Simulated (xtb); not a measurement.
Ga(H)(Cl)(OH) (ClGaH2O), SMILES [OH][GaH][Cl]. All values are semi-empirical tight-binding results from xtb (GFN2-xTB unless named), good for trends rather than for accurate numbers. The structure is a stationary point at GFN2-xTB. Other conformers were not sampled.

For metal compounds this method's bond lengths and energies can be far off.

```yaml
point_group_as_xtb_finds_it: Cs
orbital_gap: 5.05 eV
zero_point_energy: 11.7 kcal/mol
G − E(el) at 298.15 K (modified RRHO): -6.4 kcal/mol
```
